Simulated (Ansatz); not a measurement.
A search over several starts for the lowest SCF solution of Sn2O2⁻ at the given spin, in a small basis.

```yaml
crystal:
  periodic: [false, false, false]
  atoms:
    - {symbol: Sn, position_ang: [-0.145876, 1.164855, 0.952502]}
    - {symbol: Sn, position_ang: [0.145871, -1.164855, -0.952499]}
    - {symbol: O, position_ang: [-0.869963, 0.659578, -0.939862]}
    - {symbol: O, position_ang: [0.869967, -0.659579, 0.939860]}
basis:
  gaussian: {orbitals: def2-SVP, initial_orbitals: start.molden}
total_charge: -1
magnetization: {spin_polarized: true, initial_magnetization: 3}
hamiltonian: {xc: pbe0, dispersion: d4}
output: {orbitals: {seedname: orbitals}}
```

The file start.molden holds the orbitals of an earlier run on this structure, at another level or in another basis.

```sh
$ ansatz run in.yaml --threads 4 --pin off --events-out ev --progress --plain --max-ram 4787MiB
```

Output, abridged:

```
Functional definition: PBE0
  name "PBE0"
  cite "Adamo & Barone, J. Chem. Phys. 110, 6158 (1999) doi:10.1063/1.478522"
  cite "Perdew, Burke & Ernzerhof, Phys. Rev. Lett. 77, 3865 (1996) doi:10.1103/PhysRevLett.77.3865"
  parent pbe
  parameter a = 0.25
  parameter kappa = 0.804
  parameter beta = 0.06672455060314922
  exchange = (1 - a)*pbe_x(kappa = kappa, mu = beta*pi^2/3) + a*exact_x
  correlation = pbe_c(beta = beta)
937 factors; integrals over basis functions are off by at most 2.3e-4 eV
mean field evaluation 1: about -15749.1663 eV, gradient 1.4e1 eV
mean field evaluation 2: about -15749.3797 eV, gradient 3.5e-1 eV
mean field evaluation 4: about -15749.4686 eV, gradient 3.1e-3 eV
mean field evaluation 8: about -15749.4686 eV, gradient 2.5e-5 eV
mean field evaluation 16: about -15749.4651 eV, gradient 6.5e-1 eV
mean field evaluation 32: about -15749.3516 eV, gradient 5.3e-1 eV
mean field -15749.46859618 eV, -578.7822955365 hartree, gradient 1.2e-5 eV, S^2 3.765774; 4 other end points of the search recorded, 0 dependent functions left out
reference -15749.46862225 eV, -578.7822964943 hartree; 32, 29 occupied and 48, 51 virtual orbitals, 937 factors
Total energy: -15749.60609742 eV, -578.7873486138 hartree
```

It took 2.9 s on 4 threads of Arm Neoverse V2 on a shared host.

In the def2 sets Sn takes a core potential; there is no spin–orbit coupling. The highest occupied level of the charge -1 quartet lies above zero (up to 0.98 eV). It is a level of α spin, whose loss leaves a triplet; that state wasn't run at this geometry and level. The electron is either unbound and held by the finite basis, or the level is raised by self-interaction error. At PBE0-D4/def2-TZVPD a doublet of charge -1 lies 2.44 eV below the quartet, each at its own geometry. The structure comes from a short search, and lower isomers may exist.
